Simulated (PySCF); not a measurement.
An unknown gives this computed stick spectrum. Method used: TDDFT CAM-B3LYP/def2-SVPD, vertical, gas phase, core orbitals frozen in the response in PySCF. Geometries: PBE0-D3(BJ)/def2-SVP, one conformer each.

```
state  λ (nm)       f
   S1   215.1   0.906
   S2   190.4  0.0001
   S3   184.6  0.0010
   S4   176.1   0.045
   S5   172.6  0.0005
   S6   168.0  0.0021
   S7   157.8  0.0016
   S8   155.4  0.0076
   S9   155.1  0.0003
  S10   154.3  0.0028
```

Orbital energies (eV): HOMO-3 -10.69, HOMO-2 -10.61, HOMO-1 -10.44, HOMO -7.70, LUMO 0.45, LUMO+1 1.33, LUMO+2 1.85.

Problem. Which structure fits? All have the formula C8H14.
A. `C=C/C=C/C(C)(C)C`
B. `C1CC2CCC1CC2`
C. `C1C[C@@H]2CC[C@H](C1)C2`

Solution. A. Its S1, at 5.76 eV, is the lowest among the candidates; the nearest of the others has S1 at 7.75 eV. S1 is HOMO→LUMO (98%). Löwdin shares by element: HOMO carbon 83% or more (atoms not listed hold the other 17%); LUMO carbon 78% or more (atoms not listed hold the other 22%). At the same level the other candidates give, for their lowest levels:
- `C1CC2CCC1CC2`: 160 nm (f 0.000 summed over 2 states); 157 nm (f 0.000); 147 nm (f 0.000); 143 nm (f 0.124 summed over 2 states); 142 nm (f 0.002 summed over 3 states) [of 10 roots; the last level is left out, as the window may have cut its degenerate partner]; T1 7.57 eV; HOMO -9.32, LUMO 1.24 eV
- `C1C[C@@H]2CC[C@H](C1)C2`: 153 nm (f 0.004); 151 nm (f 0.000); 148 nm (f 0.000); 145 nm (f 0.014); 142 nm (f 0.015); T1 7.92 eV; HOMO -9.60, LUMO 1.29 eV

The values belong to the conformer `[CH2:1]=[CH:2]/[CH:3]=[CH:4]/[C:5]([CH3:6])([CH3:7])[CH3:8]`: C1–C2–C3–C4 180°, C3–C4–C5–C6 121°.
Triplets come from the Tamm–Dancoff approximation.
